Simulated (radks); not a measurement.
Results of a calculation; reference values are marked as such.
Charge is removed step by step from the 2s down level of neutral nitrogen, starting from [He] 2s(up 1, down 1) 2p3. Level of theory: scalar-relativistic Kohn-Sham, r2SCAN, spin-polarised, spherical densities, finite nucleus; open shells are filled with parallel spins first; meta-GGA in the generalised Kohn-Sham scheme; Fermi nuclear charge, rms radius 2.5582 fm (a radial shooting solver on a logarithmic mesh with Libxc functionals).

removed (e)  E - E(0) (eV)  eigenvalue (eV)
0                    0.000          -15.218
0.125                1.979          -16.447
0.25                 4.112          -17.685
0.375                6.400          -18.919
0.5                  8.841          -20.136
0.625               11.433          -21.326
0.75                14.169          -22.439
0.875               17.031          -23.250

The mean slope of the eigenvalue, de/dn, is 9.18 eV per electron.
